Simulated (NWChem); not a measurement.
# Si₄H₈O; SMILES [SiH3][Si@@H]1O[SiH2][SiH2]1

```xyz
13

Si    -0.1690    -2.5675    -0.3690
Si    -0.0632    -0.5470     0.8190
O     -1.2957     0.5222     0.3251
Si    -0.5790     1.9347    -0.2808
Si     1.5664     1.0329     0.1408
H      0.9583    -3.4474     0.0728
H     -0.0251    -2.2991    -1.8330
H     -1.4624    -3.2790    -0.1305
H     -0.1456    -0.7984     2.2923
H     -0.9568     2.1580    -1.7082
H     -0.9854     3.1299     0.5170
H      2.4044     0.6779    -1.0448
H      2.4079     1.6788     1.1930
```
Atoms are numbered in this order, from 1.

Results from NWChem. The geometry was optimised at PBE0/def2-SVP. Level: PBE0/def2-SVP with SMD (1 M gas to 1 M solution), gas-phase geometry. Reactions with the solvent are ignored.

Question: Predict the results for solvent water. Quantities: solvation free energy (kcal/mol); cavity-dispersion-structure term (kcal/mol); dipole in solution (D).

Answer: 
| Quantity | Result |
|---|---|
| solvation free energy (kcal/mol) | 2.0 |
| cavity-dispersion-structure term (kcal/mol) | 4.4 |
| dipole in solution (D) | 1.81 |
